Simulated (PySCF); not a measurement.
CH5AsGa, SMILES [AsH2][Ga][CH3], multiplicity 2.

Geometry optimised at B3LYP-D3(BJ)/def2-SVP. The multiplicity is an assumed one; no other spin state was optimised. The isomer is the one that the SMILES or the coordinates give; other isomers of the formula were not compared.

The numbers are results of C-PCM-B3LYP/def2-SVP (PySCF 2.14.0), not measurements.

The values are the electrostatic part of the solvation free energy, E(continuum) − E(gas) at the gas-phase geometry, in a cavity of scaled van der Waals radii (PySCF's table); cavitation and dispersion terms are not included. A continuum can't describe solvent molecules that bind to the metal. The dipole moment in vacuum is 0.97 D.

| solvent | ε | ΔG(elec) (kcal/mol) | dipole (D) |
|---|---|---|---|
| water | 78.36 | -1.8 | 1.55 |
| acetonitrile | 35.69 | -1.8 | 1.53 |
| ethanol | 24.85 | -1.7 | 1.52 |
